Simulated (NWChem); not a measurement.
System: AlBrF$_{2}$; SMILES [F][Al]([F])[Br]

Here is an NWChem input.

```
start job
memory heap 200 mb stack 900 mb global 1100 mb
geometry units angstroms noautosym nocenter noautoz
  Al     0.000562     0.950272     0.000000
  F      0.001360     1.800913    -1.428634
  F      0.001360     1.800913     1.428634
  Br    -0.001832    -1.280961     0.000000
end
basis spherical
  Al library aug-cc-pvdz
  F library aug-cc-pvdz
  Br library aug-cc-pvdz
end
dft
  xc b3lyp
  iterations 150
end
property
  response 1 0.0773
end
task dft property
```

Geometry: optimised at PBE-D3(BJ)/def2-SVP.

Field at 589 nm.

**Question.** Give the results of this calculation. (B3LYP/aug-cc-pVDZ.) Quantities: isotropic polarisability (bohr³); anisotropy (bohr³).

**Answer.** 
```json
{
  "isotropic polarisability (bohr³)": "43.4",
  "anisotropy (bohr³)": "15.0"
}
```
